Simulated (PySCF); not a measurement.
Deuteron quadrupole couplings in `CC#C[Si@@H](F)[C@@H](C)C#N`

C₆H₈FNSi.
Cartesian coordinates in Å at the GFN2-xTB level; atoms count from 1:
```
atom  x, y, z in Å
C1     3.2854   -0.4713    0.7641
C2     2.1222   -0.2679   -0.0621
C3     1.1491   -0.1011   -0.7550
Si4   -0.3537    0.2076   -1.7607
F5    -0.7376   -1.1469   -2.5576
C6    -1.8442    0.5066   -0.5829
C7    -2.0322   -0.6472    0.4102
C8    -1.6581    1.7377    0.1245
N9    -1.4839    2.7167    0.6918
H10    4.1803   -0.1529    0.2301
H11    3.3813   -1.5256    1.0219
H12    3.1906    0.1124    1.6794
H13   -0.2210    1.2328   -2.7808
H14   -2.7536    0.6112   -1.1866
H15   -1.1625   -0.7351    1.0587
H16   -2.9113   -0.4811    1.0317
H17   -2.1580   -1.5840   -0.1283
```

Level: PBE0/pcSseg-1 (PySCF, non-relativistic); Q(2H) = 0.00286 b; rigid geometry, the same for H and D, with no vibrational averaging.

Task: Rank these positions by the coupling χzz of a deuteron there, largest first.
A. H13 (Si–H hydrogen)
B. H11 (methyl hydrogen)
C. H14 (methine hydrogen)

Result: B (207 kHz), C (198 kHz), A (111 kHz).

Task: Give the electric field gradient Vzz (the principal value of largest size), its asymmetry and the 2H coupling at each hydrogen.

Result: 
| atom | bonded to | bond length (Å) | Vzz (au) | η | χzz (kHz) |
| --- | --- | --- | --- | --- | --- |
| H10 | C1 | 1.090 | 0.3072 | 0.03 | 206 |
| H11 | C1 | 1.090 | 0.3074 | 0.03 | 207 |
| H12 | C1 | 1.090 | 0.3066 | 0.03 | 206 |
| H13 | Si4 | 1.452 | 0.1646 | 0.00 | 111 |
| H14 | C6 | 1.097 | 0.2954 | 0.04 | 198 |
| H15 | C7 | 1.088 | 0.3072 | 0.04 | 206 |
| H16 | C7 | 1.089 | 0.3084 | 0.04 | 207 |
| H17 | C7 | 1.088 | 0.3097 | 0.04 | 208 |

Task: Average by the element that carries the hydrogen.

Result: on C: 206 kHz over 7 positions, mean bond length 1.090 Å; on Si: 111 kHz over 1 position, mean bond length 1.452 Å.

Task: Give the 2H NMR doublet splittings at H14 for a magnetic field along the z, y and x axes of the gradient: 3χ/2, 3χ(1 + η)/4, 3χ(1 − η)/4.

Result: With |χ| = 198.5 kHz and η = 0.037: 298, 154 and 143 kHz, to first order and without motion.

One conformer (not necessarily the lowest) at the GFN2-xTB geometry, without solvent, vibrations or thermal averaging. GFN2-xTB bond lengths can be off by several hundredths of an ångström, more for odd bonds, and the gradients follow them. With so small a basis the couplings can be 20 % off.
